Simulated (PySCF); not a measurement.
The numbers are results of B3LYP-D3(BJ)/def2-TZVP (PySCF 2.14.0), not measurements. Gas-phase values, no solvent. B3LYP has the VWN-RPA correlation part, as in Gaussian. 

Reference species (SMILES): `CB(C)N` (neutral, multiplicity 1).

```yaml
dipole_moment: 1.28 D
HOMO: -7.83 eV
```

Changed species: `NB(N)C` (2 of 3 CH3 replaced by NH2; the reference has 1 of 3 CH3 replaced by NH2).

What does the change do to the dipole moment and HOMO?

the dipole moment decreases by 0.18 D, to 1.10 D; the HOMO goes up by 1.32 eV, to -6.51 eV.
